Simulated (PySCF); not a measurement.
GeN: energy against distance

Set-up: Ge def2-TZVPP, N def2-TZVPP; no relativity (PySCF 2.14). Energies in eV from Ge + N in their ground configurations at the same level. State: ²Π (doublet), unpaired electrons π ↑.

All columns are PBE0. A positive dipole means Ge(−)N(+).

```json
{"R (Å)": "1.497", "E (eV)": "-2.013", "μ (D)": "-2.23", "Mulliken charge on Ge (basis-dependent)": "0.30", "HOMO (eV)": "-7.30", "LUMO (eV)": "-5.25", "Mayer bond order": "2.06", "⟨S²⟩": "0.75"}
{"R (Å)": "1.567", "E (eV)": "-2.857", "μ (D)": "-2.44", "Mulliken charge on Ge (basis-dependent)": "0.30", "HOMO (eV)": "-7.33", "LUMO (eV)": "-5.00", "Mayer bond order": "2.07", "⟨S²⟩": "0.76"}
{"R (Å)": "1.637", "E (eV)": "-3.321", "μ (D)": "-2.65", "Mulliken charge on Ge (basis-dependent)": "0.32", "HOMO (eV)": "-7.34", "LUMO (eV)": "-4.77", "Mayer bond order": "2.07", "⟨S²⟩": "0.76"}
{"R (Å)": "1.689", "E (eV)": "-3.485", "μ (D)": "-2.80", "Mulliken charge on Ge (basis-dependent)": "0.34", "HOMO (eV)": "-7.33", "LUMO (eV)": "-4.63", "Mayer bond order": "2.06", "⟨S²⟩": "0.76"}
{"R (Å)": "1.741", "E (eV)": "-3.531", "μ (D)": "-2.94", "Mulliken charge on Ge (basis-dependent)": "0.35", "HOMO (eV)": "-7.24", "LUMO (eV)": "-4.49", "Mayer bond order": "2.05", "⟨S²⟩": "0.77"}
{"R (Å)": "1.793", "E (eV)": "-3.486", "μ (D)": "-3.06", "Mulliken charge on Ge (basis-dependent)": "0.37", "HOMO (eV)": "-7.02", "LUMO (eV)": "-4.38", "Mayer bond order": "2.03", "⟨S²⟩": "0.79"}
{"R (Å)": "1.863", "E (eV)": "-3.327", "μ (D)": "-3.15", "Mulliken charge on Ge (basis-dependent)": "0.38", "HOMO (eV)": "-6.72", "LUMO (eV)": "-4.26", "Mayer bond order": "1.97", "⟨S²⟩": "0.84"}
{"R (Å)": "1.950", "E (eV)": "-3.040", "μ (D)": "-3.12", "Mulliken charge on Ge (basis-dependent)": "0.37", "HOMO (eV)": "-6.40", "LUMO (eV)": "-4.15", "Mayer bond order": "1.81", "⟨S²⟩": "1.00"}
{"R (Å)": "2.054", "E (eV)": "-2.656", "μ (D)": "-3.00", "Mulliken charge on Ge (basis-dependent)": "0.35", "HOMO (eV)": "-6.16", "LUMO (eV)": "-4.04", "Mayer bond order": "1.57", "⟨S²⟩": "1.22"}
{"R (Å)": "2.194", "E (eV)": "-2.152", "μ (D)": "-2.91", "Mulliken charge on Ge (basis-dependent)": "0.32", "HOMO (eV)": "-6.00", "LUMO (eV)": "-3.93", "Mayer bond order": "1.31", "⟨S²⟩": "1.45"}
```

A fit through these points gives, at Re = 1.739 Å, μ = -2.93 D and dμ/dR = -2.53 D/Å; the reduced mass is 11.77 u.

Question: How strong is the fundamental in the double-harmonic approximation, I = 42.26·(dμ/dR)²/μred km/mol?

Answer: I = 42.26·(-2.53)²/11.77 = 23.0 km/mol at PBE0.

⟨S²⟩ of the unrestricted solution departs from its pure value on part of the curve, where spin states mix. Spin–orbit coupling is left out. The state is the lowest determinant that a PBE0 search found; another state may lie lower at other levels.
